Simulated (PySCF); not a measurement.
CH₅AlClNO, SMILES C[O][Al]([NH2])[Cl]. Geometry optimised at PBE-D3(BJ)/def2-SVP. The structure was generated by enumeration; whether it is a known compound was not checked. Other conformers were not sampled.

Computed equilibrium geometry at PBE-D3(BJ)/def2-SVP (PySCF confirms it by a frequency run) as bond lengths and angles, and its point group (one conformer of several):
point group Cs.
Atoms: Al1 Cl2 O3 C4 H5 H6 H7 N8 H9 H10. Bonds (Å): Al1–Cl2 2.116, Al1–O3 1.705, Al1–N8 1.767, O3–C4 1.403, C4–H5 1.114, C4–H6 1.115, C4–H7 1.114, N8–H9 1.021, N8–H10 1.021. Bond angles (°): Cl2–Al1–O3 120.5, Cl2–Al1–N8 120.1, O3–Al1–N8 119.5, Al1–O3–C4 135.5, O3–C4–H5 110.6, O3–C4–H6 113.1, O3–C4–H7 110.6, H5–C4–H6 107.5, H5–C4–H7 107.2, H6–C4–H7 107.5, Al1–N8–H9 124.6, Al1–N8–H10 124.6, H9–N8–H10 110.8.
